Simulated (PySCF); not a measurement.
A geometry optimisation of CHInP+ with PBE0-D4/def2-SVP

The starting geometry of this gas-phase singlet was optimised with GFN2-xTB.

```xyz
4

C     0.4384    0.8373   -0.8442
In   -0.0390    2.9694    0.5429
P     1.3178   -0.4390   -1.1945
H     1.1461   -1.3641   -2.2116
```

Task: Where would you expect an optimisation with PBE0-D4/def2-SVP to take it?

Result: It loosens into CHP + In, which stay close as a complex (formulas without charges). Distances that change by over a tenth: C1–In2 (2.59 → 2.97 Å). Contacts that open: P3–H4 (1.39 → 2.63 Å). Contacts that close: C1–H4 (2.69 → 1.09 Å).

The energy falls by 2.53 eV over 30 steps:

```
step  E − E(last) (eV)
   1             2.530
   4             2.349
   7             1.812
  11             1.384
  14             1.187
  17             1.026
  20             0.575
  24             0.045
  27             0.000
  30             0.000
```

Final geometry (Å):

```csv
atom,x (Å),y (Å),z (Å)
C,0.8455,-0.0740,-1.3149
In,-0.0969,2.4217,-0.0045
P,2.0058,-0.2364,-0.2991
H,0.0903,-0.1044,-2.0990
```

The end wasn't checked by frequencies. Atoms past krypton carry core potentials, without spin–orbit terms. Run with PySCF 2.14.0, 62 s on 2 threads of Arm Neoverse V2, with other jobs on the host.
